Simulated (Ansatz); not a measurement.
Complex: stibine (SMILES [SbH3]) (first 4 atoms) with stibine (SMILES [SbH3]); geometry from B3LYP-D3(BJ)/def2-TZVP.
(charge 0, multiplicity 1):
```xyz
8

Sb     0.3451    -0.3220    -0.4202
H      1.6069    -0.2715     0.7382
H     -0.4480    -1.5696     0.4464
H     -0.5328     0.8779     0.4312
Sb    -0.4597    -0.0732     3.8755
H     -0.0534     1.5317     3.4360
H     -1.0984     0.4571     5.3788
H     -1.9950     0.0611     3.1286
```

Basis-set superposition error: the interaction energy with monomers in their own basis, and in the dimer's basis (counterpoise).

Programs: Ansatz (an electronic-structure program).  In def2 rows elements past Kr take small-core potentials, without spin–orbit coupling.

| level | uncorrected (kJ/mol) | counterpoise (kJ/mol) | difference |
|---|---|---|---|
| HF/def2-TZVPPD | 4.7 | 4.8 | 0.1 |
| PBE/def2-TZVPPD | -1.5 | -1.3 | 0.1 |
| r2SCAN/def2-TZVPPD | -3.2 | -3.0 | 0.2 |
| BHLYP/def2-TZVPPD | 1.7 | 1.8 | 0.1 |
| CAM-B3LYP/def2-TZVPPD | 0.8 | 0.9 | 0.2 |
| wB97M-V/def2-TZVPPD | -6.3 | -6.1 | 0.2 |
| B2PLYP/def2-TZVPPD | -0.4 | 0.1 | 0.5 |
| SCS-MP2/def2-SVPD | -5.2 | -1.9 | 3.3 |
| CCSD/def2-SVPD | -5.2 | -1.9 | 3.3 |
| CCSD/def2-TZVPPD | -3.7 | -2.6 | 1.1 |

The error is largest for SCS-MP2/def2-SVPD (3.3 kJ/mol) and smallest for HF/def2-TZVPPD (0.1 kJ/mol).
